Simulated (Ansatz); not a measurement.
C3H8Si, SMILES `C[C@@H]1C[SiH2]1` (charge 0, multiplicity 1).

Cartesian coordinates (Å):
```xyz
12

C      1.4641     0.3578    -0.3503
C      0.3008    -0.1003     0.4919
C     -0.7278    -1.0458    -0.1610
Si    -1.4029     0.6091     0.3147
H      2.1793    -0.4561    -0.5126
H      1.9964     1.1871     0.1210
H      1.1320     0.6998    -1.3347
H      0.5796    -0.3995     1.5001
H     -0.5665    -1.2560    -1.2146
H     -1.0141    -1.9269     0.4039
H     -1.6497     1.6063    -0.7492
H     -2.2913     0.7244     1.4909
```
Charge 0, spin multiplicity 1.

Frozen-core energies in 6-31g from Ansatz (an electronic-structure program) at a geometry from PBE0-D3(BJ)/def2-TZVP; the HF reference has <S^2> = 0.00 and the T1 diagnostic is 0.008.

```
level  energy (Ha)
-----  -----------
HF      -407.02926
MP2     -407.36140
CCSD    -407.41029
```

Problem. Estimate the energies of CCSD(T), CCSDT and CCSDT(Q), and give each level's difference from CCSDT(Q).

Solution. 
| level | energy (Ha) | difference from CCSDT(Q) (mHa) |
|---|---|---|
| MP2 | -407.36140 | 59.81 |
| CCSD | -407.41029 | 10.92 |
| CCSD(T) | -407.41982 | 1.39 |
| CCSDT | -407.42058 | 0.63 |
| CCSDT(Q) | -407.42121 | 0.00 |
